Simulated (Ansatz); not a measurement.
Species: CH4BS, charge 0, doublet. CH4BS (SMILES B([S])C, doublet).
B3LYP-D3(BJ)/def2-TZVP minimum from Ansatz (a quantum-chemistry and plane-wave program):
```
C
H 1 1.0891
H 1 1.0946 2 108.73
H 1 1.0946 2 108.73 3 115.07
B 1 1.5722 2 114.79 4 122.46
H 5 1.2008 1 120.04 2 -180.00
S 5 1.7410 6 114.61 1 -180.00
```
Charge 0, spin multiplicity 2.

Total energies in hartree (Ansatz). Radicals and triplets start from unrestricted determinants; spin-orbit coupling is neglected. Cores are frozen in correlated methods. No relativity. For partners of very few electrons the exact lower level stands in for a higher one.

```tsv
species	HF/cc-pV(T+d)Z	CCSD(T)/cc-pV(T+d)Z	HF/cc-pV(Q+d)Z	CCSD(T)/cc-pV(Q+d)Z	CCSD(T)/cc-pV(D+d)Z	CCSDT(Q)/cc-pV(D+d)Z
1: CH4BS (SMILES CB[S], doublet)	-462.46360	-462.95202	-462.47096	-462.98682	-462.82840	-462.83045
2: B (doublet)	-24.53207	-24.59810	-24.53297	-24.60084	-24.58941	-24.58977
3: H (doublet)	-0.49981	-0.49981	-0.49995	-0.49995	-0.49928	-0.49928
4: C (triplet)	-37.69157	-37.78076	-37.69331	-37.78654	-37.76038	-37.76071
5: S (triplet)	-397.50938	-397.65444	-397.51264	-397.66785	-397.60412	-397.60456
```

Problem. Work out the atomisation energy (electronic, to ground-state atoms) in kcal/mol: take Hartree-Fock from cc-pV(Q+d)Z, extrapolate the CCSD(T) correlation energy as X^-3 (X = 3, 4), and add CCSDT(Q) - CCSD(T) in cc-pV(D+d)Z. 1 hartree = 627.51 kcal/mol.

Solution. 
Species 1: correlation (64·(-0.51586) - 27·(-0.48842))/37 = -0.53588; step -0.00205; E1 = -462.47096 + (-0.53588) + (-0.00205) = -463.00889
Species 2: correlation (64·(-0.06787) - 27·(-0.06603))/37 = -0.06921; step -0.00036; E2 = -24.53297 + (-0.06921) + (-0.00036) = -24.60254
Species 3: correlation (64·(0.00000) - 27·(0.00000))/37 = 0.00000; step +0.00000; E3 = -0.49995 + (0.00000) + (+0.00000) = -0.49995
Species 4: correlation (64·(-0.09323) - 27·(-0.08919))/37 = -0.09618; step -0.00033; E4 = -37.69331 + (-0.09618) + (-0.00033) = -37.78982
Species 5: correlation (64·(-0.15521) - 27·(-0.14506))/37 = -0.16262; step -0.00044; E5 = -397.51264 + (-0.16262) + (-0.00044) = -397.67570
-1·E1 +1·E2 +4·E3 +1·E4 +1·E5 = 0.94103 hartree = 590.5 kcal/mol.
